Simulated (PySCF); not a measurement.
## KO⁻: frontier orbitals

LC-ωPBE at R = 2.475 Å; K def2-SVPD, O def2-SVPD; no relativity (PySCF 2.14). State: ³Π (triplet), unpaired electrons σ ↑, π ↑. Only the outer orbitals are listed, counted within each symmetry.

```csv
spin,orbital,occ.,ε (eV),on K (%),main shells (%)
α,6σ,1,-21.06,17,"83 O s, 17 K p"
α,2π,1,-19.89,100,100 K p
α,2π,1,-19.86,100,100 K p
α,7σ,1,-19.31,83,"83 K p, 18 O s"
α,3π,1,-6.86,0,100 O p
α,8σ,1,-5.04,1,99 O p
α,3π,1,-4.91,1,99 O p
α,9σ,1,-0.62,100,"71 K s, 29 K p"
α,4π,0,2.94,103,103 K p
α,4π,0,2.98,103,103 K p
α,10σ,0,3.44,99,"57 K p, 40 K s, 8 O s"
β,6σ,1,-19.97,76,"76 K p, 23 O s"
β,2π,1,-19.87,100,100 K p
β,2π,1,-19.85,100,100 K p
β,7σ,1,-18.37,23,"77 O s, 24 K p"
β,8σ,1,-4.34,2,98 O p
β,3π,1,-4.22,1,99 O p
β,9σ,0,2.90,96,88 K s
β,3π,0,3.44,101,101 K p
β,4π,0,3.47,102,102 K p
```

**Question.** Which are the highest filled and the lowest empty level, where do they sit, and how wide is the gap?

**Answer.** Highest filled α 9σ at -0.62 eV (in %: 71 K s, 29 K p); lowest empty β 9σ at 2.90 eV (in %: 88 K s); the gap at LC-ωPBE is 3.52 eV. An empty level above zero is unbound, and its energy depends on the basis.

```
bond order (Mayer)                                                                                                : 0.01
⟨S²⟩                                                                                                              : 2.003
charge on K (Mulliken, basis-dependent)                                                                           : -0.04
charge on K (Löwdin, basis-dependent)                                                                             : -0.07
dipole moment (positive dipole points towards O; it is taken about the centre of mass and depends on that origin) : 2.65 D
```

Shares are Mulliken populations and can fall outside 0 to 100 %.

The state is the lowest determinant that a PBE0 search found; another state may lie lower at other levels.
